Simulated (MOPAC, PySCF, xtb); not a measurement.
Donor–acceptor adduct: GaH3 (SMILES [GaH3]) (first 4 atoms) with NH3 (SMILES N); geometry from B3LYP-D3(BJ)/def2-TZVP, rigid monomers moved along the line of their centres of mass till Ga1···N5 is 3.92 Å.
(charge 0, multiplicity 1):
```xyz
8

Ga     0.470    -0.368     0.771
H      0.087    -1.901     0.839
H     -0.281     0.541    -0.283
H      1.929     0.056     1.214
N     -1.446     0.820     3.983
H     -2.439     0.634     3.896
H     -1.102     0.334     4.804
H     -1.320     1.816     4.126
```

Monomers are frozen at their geometry in the pair; levels with a basis set take the counterpoise correction.

Rows in 6-31G* carry no dispersion term and start afresh at each structure (6-31G* with six Cartesian d functions); the Pople sets are all-electron and without relativity. The state that PM7 reach isn't checked; PM7 holds dispersion and hydrogen-bond terms.

The values were computed with MOPAC for PM7 (differences of heats of formation); PySCF for 6-31G* rows; xtb for the GFN methods. 

One of these levels gives -246.9 meV for the interaction energy. Which?
A. PM7
B. HF/6-31G*
C. GFN2-xTB

C, GFN2-xTB. The others give -69.0 (PM7), -194.9 (HF/6-31G*)
